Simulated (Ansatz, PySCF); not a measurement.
Hf(F)3(OH)(OH2) (F₃H₃HfO₂), SMILES [OH2]->[Hf]([F])([OH])([F])[F], multiplicity 1. Atoms are numbered in the order given.

```xyz
9

Hf     0.0911     0.0089    -0.1216
F      1.0626    -1.4265     0.7654
F     -1.2858    -0.5801    -1.3362
F     -0.3556     1.6038     0.9020
O      1.4488     0.6972    -1.2963
H      2.1551     1.0515    -1.8362
O     -1.3635    -0.7500     1.6006
H     -1.6487    -0.0468     2.2034
H     -0.9850    -1.4609     2.1397
```
Charge 0, spin multiplicity 1.

The structure is a stationary point at B3LYP-D3(BJ)/def2-SVP. The multiplicity is an assumed one; no other spin state was optimised. The structure was generated by enumeration; whether it is a known compound was not checked. The def2 effective core potentials stand for the cores of Hf; spin–orbit coupling is left out. Other conformers were not sampled.

Two levels are set side by side: PBE-D3(BJ)/def2-SVP (Ansatz, a first-principles code) and B3LYP-D3(BJ)/def2-SVP (Ansatz). Each level has its own optimised geometry; the coordinates shown are those of the second. Frequencies come from the Hessian of PySCF at each geometry. Differences are taken from unrounded values.

```json
[
 {"quantity": "mean bond length (Å)", "B3LYP-D3(BJ)": "1.627", "PBE-D3(BJ)": "1.634", "PBE-D3(BJ) minus B3LYP-D3(BJ)": "0.006"},
 {"quantity": "bond Hf1–F2 (Å)", "B3LYP-D3(BJ)": "1.947", "PBE-D3(BJ)": "1.951", "PBE-D3(BJ) minus B3LYP-D3(BJ)": "0.004"},
 {"quantity": "bond Hf1–F3 (Å)", "B3LYP-D3(BJ)": "1.928", "PBE-D3(BJ)": "1.931", "PBE-D3(BJ) minus B3LYP-D3(BJ)": "0.003"},
 {"quantity": "bond Hf1–F4 (Å)", "B3LYP-D3(BJ)": "1.947", "PBE-D3(BJ)": "1.951", "PBE-D3(BJ) minus B3LYP-D3(BJ)": "0.004"},
 {"quantity": "bond Hf1–O5 (Å)", "B3LYP-D3(BJ)": "1.923", "PBE-D3(BJ)": "1.925", "PBE-D3(BJ) minus B3LYP-D3(BJ)": "0.002"},
 {"quantity": "bond Hf1–O7 (Å)", "B3LYP-D3(BJ)": "2.379", "PBE-D3(BJ)": "2.391", "PBE-D3(BJ) minus B3LYP-D3(BJ)": "0.012"},
 {"quantity": "bond O5–H6 (Å)", "B3LYP-D3(BJ)": "0.957", "PBE-D3(BJ)": "0.964", "PBE-D3(BJ) minus B3LYP-D3(BJ)": "0.007"},
 {"quantity": "bond O7–H8 (Å)", "B3LYP-D3(BJ)": "0.969", "PBE-D3(BJ)": "0.978", "PBE-D3(BJ) minus B3LYP-D3(BJ)": "0.008"},
 {"quantity": "bond O7–H9 (Å)", "B3LYP-D3(BJ)": "0.969", "PBE-D3(BJ)": "0.978", "PBE-D3(BJ) minus B3LYP-D3(BJ)": "0.008"},
 {"quantity": "highest harmonic wavenumber (cm⁻¹)", "B3LYP-D3(BJ)": "3992", "PBE-D3(BJ)": "3897", "PBE-D3(BJ) minus B3LYP-D3(BJ)": "-95"},
 {"quantity": "mean harmonic wavenumber (cm⁻¹)", "B3LYP-D3(BJ)": "903", "PBE-D3(BJ)": "880", "PBE-D3(BJ) minus B3LYP-D3(BJ)": "-23"},
 {"quantity": "zero-point energy (kcal/mol)", "B3LYP-D3(BJ)": "27.11", "PBE-D3(BJ)": "26.43", "PBE-D3(BJ) minus B3LYP-D3(BJ)": "-0.68"}
]
```

Exact exchange shortens and stiffens bonds; PBE has none. Differences between two approximate levels are no errors against the true value.
